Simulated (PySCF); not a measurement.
Ge: excitation energy

Ge [Ar] 3d10 4s2 4p2 (3P) → Ge [Ar] 3d10 4s1 4p3 (5S), as a difference of total energies. All numbers are calculated (PySCF 2.14, a scalar-relativistic core potential, in aug-cc-pVQZ-PP with ECP10MDF). Correlated levels: valence: 3s2 3p6 3d10 frozen. The calculations carry no spin-orbit coupling.

```tsv
method	excitation energy (eV)
UHF	3.483
LDA	5.946
PBE	5.705
PBE0	5.311
r2SCAN	5.070
HSE06	5.385
M06-2X	5.362
CAM-B3LYP	5.859
M06	6.379
MP2 (valence)	4.424
SCS-MP2 (valence)	4.851
```

**Question.** How much does correlation contribute at MP2 (valence)?

**Answer.** 4.424 − (3.483) = 0.941 eV, measured against UHF.

Errors of the correlated levels include the incompleteness of this basis and the frozen core.

For comparison: 5.078 eV (measured; NIST levels, between the centres of gravity of the two terms).
